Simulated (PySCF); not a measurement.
Bonds (- single, = double, # triple, : aromatic): N1-C2 1.348 Å, C2=O3 1.208 Å, C2-C4 1.528 Å, C4-C5 1.521 Å, C5-F6 1.356 Å, C5-F7 1.356 Å. N1 carries H8, H9; C4 carries H10, H11; C5 carries H12. H8 is cis to the C=O or C=S heteroatom; H9 is trans to the C=O or C=S heteroatom.

- PBE0/pcSseg-1 with gauge-including orbitals
- GFN2-xTB geometry
- run in PySCF 2.14
- a single conformation, gas phase, averaged over atoms made equivalent by symmetry, fast rotation or ring inversion, non-relativistic

**Question.** Predict the 2D correlation tables (HSQC, COSY, HMBC).

**Answer.** 

HSQC (one-bond C–H):
```
            δH          δC
    6.71 (H12)  123.2 (C5)
2.48 (H10/H11)   44.7 (C4)
```

COSY cross peaks (H two or three bonds apart, from the bond graph; peaks can be absent where the dihedral angle is near 90°):
```
        δH              δH
6.71 (H12)  2.48 (H10/H11)
 4.95 (H9)       4.65 (H8)
```

HMBC (two and three bonds, from the bond graph; two-bond peaks within aromatic rings are usually weak or absent):
```
            δH                      δC
    6.71 (H12)   167.8 (C2), 44.7 (C4)
     4.95 (H9)   167.8 (C2), 44.7 (C4)
     4.65 (H8)   167.8 (C2), 44.7 (C4)
2.48 (H10/H11)  167.8 (C2), 123.2 (C5)
```

Scale: TMS for ¹H, ¹³C (reference shieldings calculated alike).

OH and NH positions are those of a molecule without intermolecular hydrogen bonds; in solution they move with solvent, concentration and temperature, and exchange usually removes their couplings. Rotation about the amide-type C–N bond is slow at room temperature, so the two groups on nitrogen are listed apart. Shifts are as computed. Against solution values, carbons near 30 ppm lie about +3 ppm off and those near 130 ppm about +5 ppm (rms about the fit 2.1 ppm; single classes can miss by 10 ppm). Of 1328 compounds with measured shifts, 309 miss one by over three times the rms of a fit or turn the order of signals round; such compounds aren't used in these exercises. Signals without a measured value on file couldn't be tested in this way; 1H shifts scatter by 0.2 ppm about their fit, and single ones miss by 0.5 ppm. Hydrogen bonding in solution deshields acid and N–H amide carbonyl carbons by as much as 10 ppm beyond these values.
